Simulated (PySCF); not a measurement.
C2H2N, charge -1, singlet, at a GFN2-xTB geometry (in this run its highest filled SCF level lies above zero, so its values depend strongly on the basis, on diffuse functions most of all). Base run: CAMB3LYP/cc-pVDZ, TDDFT (PySCF).

PySCF was given this input:
```python
from pyscf import gto, scf, dft, tdscf

mol = gto.Mole()
mol.atom = '''
    C     0.00239539   -0.05738577   -1.17430271
    C    -0.00030500   -0.00940597    0.17345626
    N    -0.00297384    0.15282315    1.34104101
    H     0.92298158   -0.33199703   -1.68935248
    H    -0.91470705   -0.33701456   -1.69285587
'''
mol.basis = 'cc-pvdz'
mol.charge = -1
mol.verbose = 4
mol.build()

mf = dft.RKS(mol)
mf.xc = 'camb3lyp'
mf.kernel()
td = mf.TDDFT()
td.nstates = 5
td.kernel()
td.analyze()
```

The base run was repeated with changes; each row names its change, and settings that it needs were set with it.

| change | first excitation (eV) | oscillator strength of the first | second (eV) | core-seconds (rough) |
|---|---|---|---|---|
| base | 4.32 | 0.001 | 4.99 | 40 |
| nstates = 15 | 4.32 | 0.001 | 4.99 | 30 |
| functional = b3lyp | 4.23 | 0.001 | 4.71 | 20 |
| basis = aug-cc-pVDZ | 2.17 | 0.026 | 2.66 | 200 |
| functional = lc_wpbe | 4.46 | 0.001 | 5.65 | 40 |
| conv_tol = 1e-3 | 4.32 | 0.001 | 4.99 | 20 |
| nstates = 2 | 4.32 | 0.001 | 4.99 | 30 |
| functional = hf | 4.61 | 0.001 | 5.67 | 5 |
| basis = def2-SVPD | 3.45 | 0.025 | 4.29 | 80 |
| guess vectors = 13 for 5 states | 4.32 | 0.001 | 4.99 | 30 |
| functional = bhandhlyp | 4.42 | 0.001 | 5.11 | 30 |

An iterative solver can miss low states, so a row lists the states that it found.
